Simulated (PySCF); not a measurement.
## Fractional electron number in Cr(2+) (chromium, charge +2)

The 3d alpha orbital of [Ar] 3d4 is emptied in steps (occupation f), with all orbitals relaxed, ending at [Ar] 3d3. All numbers are calculated (PySCF 2.14, scalar relativity by spin-free X2C-1e, in aug-cc-pVTZ-DK (8s7p5d3f2g, 93 functions)). The exact energy is a straight line in f; departures are measured from the line between the end points of the same method.

```csv
f,M06-2X (eV)
1,0.000
0.75,-0.558
0.5,-0.760
0.25,-0.580
0,0.000
```

```json
{"method": "M06-2X", "E(f=0) − E(f=1) (eV)": "31.062", "−ε at f=1 (eV)": "28.161", "−ε at f=0.5 (eV)": "31.002"}
```

Orbital energy along the path (eV):

```csv
f,M06-2X
1,-28.161
0.75,-29.521
0.5,-31.002
0.25,-32.577
0,-34.196
```

Reference removal energy between the ground levels: 30.959 ± 0.025 eV (measured; NIST Atomic Spectra Database, ionization energies). The calculation has no spin-orbit coupling. The determinant left behind need not be the lowest term of the ion.
